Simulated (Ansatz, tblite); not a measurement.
Cost and result up the ladder for Si(OMe)2 (C2H6O2Si) (11 atoms). Charge 0, multiplicity 1. Geometry: PBE-D4/def2-SVP.

Cartesian coordinates in Å:
```
Si -0.4175 -0.3421 0.4659
O 1.0799 -0.7427 -0.2011
C 1.7829 -1.9328 0.0994
H 2.7849 -1.6849 0.5109
H 1.9339 -2.5271 -0.8274
H 1.2554 -2.5784 0.8411
O -0.6013 1.1351 -0.3287
C -1.7224 1.9823 -0.1670
H -2.4841 1.5720 0.5377
H -2.2160 2.1463 -1.1491
H -1.3957 2.9722 0.2183
```

Ansatz on 4 threads of Arm Neoverse V1 on a shared host; xTB runs through tblite on one thread. Times are rough, summed over both states, and most runs start from the orbitals of an earlier one. PBE0-D4/def2-TZVP serves as the yardstick here, not as an exact answer. The other state is a doublet.

The xTB rows come from tblite.

Raw xTB energies of ions are shifted by several eV.

```csv
level,functions,wall time,vertical IE (eV),difference from PBE0-D4/def2-TZVP (eV)
GFN2-xTB,31,0.011 s,13.12,4.12
GFN1-xTB,37,0.056 s,13.68,4.68
PBE-D4/def2-TZVP (with forces),197,4.9 s,8.76,-0.24
PBE0-D4/def2-TZVP,197,6.3 s,9.00,0.00
r2SCAN-D4/def2-TZVP,197,10 s,8.81,-0.18
```
